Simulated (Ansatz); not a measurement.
## Ligand exchange: IBr + Ge(CH3)3Cl → ICl + Ge(CH3)3Br

Species: IBr (iodine monobromide), singlet; Ge(CH3)3Cl, singlet; ICl (iodine monochloride), singlet; Ge(CH3)3Br (bromotrimethylgermane), singlet. The partners trade Br for Cl: I–Br and Ge–Cl bonds give way to I–Cl and Ge–Br.

Shapes, held fixed at every level: PBE0-D4/def2-TZVP. Programs: Ansatz 0.2.0. The zero-point and thermal change to 298 K, harmonic and unscaled (PBE0-D4/def2-TZVP), is -0.1 kJ/mol.

```json
{"level": "HF/def2-SVP", "kind": "Hartree–Fock", "ΔH(298 K) (kJ/mol)": "+36.2", "less CCSD(T)/def2-TZVPP": "+12.1"}
{"level": "PBE-D4/def2-TZVPP", "kind": "GGA", "ΔH(298 K) (kJ/mol)": "+24.6", "less CCSD(T)/def2-TZVPP": "+0.5"}
{"level": "B3LYP-D4/def2-TZVPP", "kind": "global hybrid", "ΔH(298 K) (kJ/mol)": "+26.0", "less CCSD(T)/def2-TZVPP": "+1.9"}
{"level": "wB97X-V/def2-TZVPP", "kind": "range-separated hybrid", "ΔH(298 K) (kJ/mol)": "+25.7", "less CCSD(T)/def2-TZVPP": "+1.6"}
{"level": "MP2/def2-TZVPP", "kind": "perturbation theory", "ΔH(298 K) (kJ/mol)": "+24.4", "less CCSD(T)/def2-TZVPP": "+0.3"}
{"level": "CCSD(T)/def2-SVP", "kind": "coupled cluster or CI", "ΔH(298 K) (kJ/mol)": "+33.2", "less CCSD(T)/def2-TZVPP": "+9.1"}
{"level": "CCSD(T)/def2-TZVPP", "kind": "coupled cluster or CI", "ΔH(298 K) (kJ/mol)": "+24.1", "less CCSD(T)/def2-TZVPP": "0.0"}
```

The highest level, CCSD(T)/def2-TZVPP, gives ΔH(298 K) = +24.1 kJ/mol; the levels span +24.1 to +36.2. The column of differences is taken from that level and isn't an error. No measured value is set beside it here. For atoms past krypton def2 sets carry core potentials with scalar relativity. Relativity is left out for Br, Ge. Outer-core shells of Br, Ge, I are correlated, in sets that cover them unevenly.
